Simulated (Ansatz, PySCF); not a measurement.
Dissociation curve of HBr, singlet. Each curve is given relative to its own lowest point near equilibrium.

```csv
R / Å,A,B,C
1.14,190.1,181.9,175.5
1.22,83.5,83.5,78.1
1.28,35.9,39.2,35.1
1.34,9.6,13.4,10.9
1.38,1.7,4.2,2.9
1.42,0.0,0.0,0.0
1.46,3.6,0.0,1.3
1.49,9.4,2.3,4.6
1.57,34.6,15.6,20.5
1.65,71.0,36.5,43.8
1.77,138.7,75.8,85.7
1.94,248.1,137.8,148.6
2.14,380.3,209.0,215.1
2.39,532.2,286.5,—
2.53,606.5,323.2,—
2.81,729.0,382.7,—
3.16,837.2,435.4,—
3.50,905.5,469.2,—
3.85,950.5,491.6,—
4.25,982.9,507.2,—
4.95,1015.3,520.1,—
5.69,1035.9,524.8,—
```

Energies in kJ/mol.

### Question
Assign the columns to these levels of theory: restricted Hartree-Fock/STO-3G in PySCF; restricted PBE/cc-pVDZ (Ansatz, a quantum-chemistry and plane-wave program); CCSDT(Q) on UHF/cc-pVDZ, cores with 3d frozen (Ansatz).

### Answer
A is RHF/STO-3G; B is RKS-PBE; C is UCCSDT(Q).

A dash means that the run gave no value there, or that the column was ended at a point which the program doubted or which failed a test of continuity chosen for this set; such a test can also cut sound points.

The restricted form behind RKS-PBE, RHF/STO-3G keeps the bonding electrons paired and can't separate into open-shell fragments. The unrestricted determinant behind UCCSDT(Q) is spin-contaminated at 1.94 to 5.69 Å (<S²> up to 1.0, against 0.00 for a pure singlet).
